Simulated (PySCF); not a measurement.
C2H6N2OSi, SMILES CN[SiH2]N=C=O.

Geometry: B3LYP-D3(BJ)/def2-SVP. This is a generated structure with no PubChem entry under its InChIKey; it may be hypothetical. The values are those of a single conformer.

Two levels are set side by side: TDA-PBE/def2-SVPD (PySCF) and TDA-CAM-B3LYP/def2-SVPD (PySCF). Vertical, same geometry. The lowest singlet is HOMO→LUMO 98 % with PBE and HOMO→LUMO 82 % with the other functional; states are paired by order. Differences are taken from unrounded values.

```
quantity                              TDA-CAM-B3LYP  TDA-PBE  TDA-PBE minus TDA-CAM-B3LYP
------------------------------------  -------------  -------  ---------------------------
lowest singlet excitation (eV)                 6.30     5.34                        -0.96
lowest triplet excitation (TDA) (eV)           5.97     5.07                        -0.90
```

A lower first singlet is the usual sign of a functional without exact exchange. Differences between two approximate levels are no errors against the true value.

Rough cost on one machine, each run with all the roots and properties that it gave: TDA-CAM-B3LYP against TDA-PBE about 4 times.
